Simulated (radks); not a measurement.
Results of a calculation; reference values are marked as such.
Initial-state core-level shifts of the holmium ion Ho3+ when its valence configuration changes from [Xe] 4f10. Code: a radial shooting solver on a logarithmic mesh with Libxc functionals. Model: scalar-relativistic Kohn-Sham, r2SCAN, spin-polarised, spherical densities, finite nucleus; open shells are filled with parallel spins first (spin-orbit coupling, left out, can overturn this in heavy ions); meta-GGA in the generalised Kohn-Sham scheme; Fermi nuclear charge, rms radius 5.2022 fm. Shifts are changes of the shell-averaged eigenvalues in eV (positive: less bound); the change of the density at the nucleus, which sets a Mossbauer isomer shift, is in e/bohr^3, on a base of 8.47e+05.

| valence | 3s | 3p | 3d | 5s | density at nucleus |
|---|---|---|---|---|---|
| 4f9 6s1 | -12.899 | -12.884 | -12.815 | -7.335 | +120.36 |
| 4f9 6p1 | -14.137 | -14.123 | -14.055 | -8.566 | +48.32 |
| 4f9 5d1 | -9.476 | -9.461 | -9.374 | -4.089 | +37.90 |
| 4f9.5 6p0.5 | -6.908 | -6.902 | -6.869 | -4.284 | +23.27 |
| 4f8 6s2 | -27.422 | -27.388 | -27.244 | -15.102 | +261.98 |
| 4f9.5 6s0.5 | -6.288 | -6.281 | -6.247 | -3.658 | +57.01 |
| 4f7 5d1 6s2 | -39.093 | -39.037 | -38.790 | -19.354 | +320.04 |
| 4f7.5 6s2 6p0.5 | -35.694 | -35.650 | -35.468 | -19.512 | +300.22 |
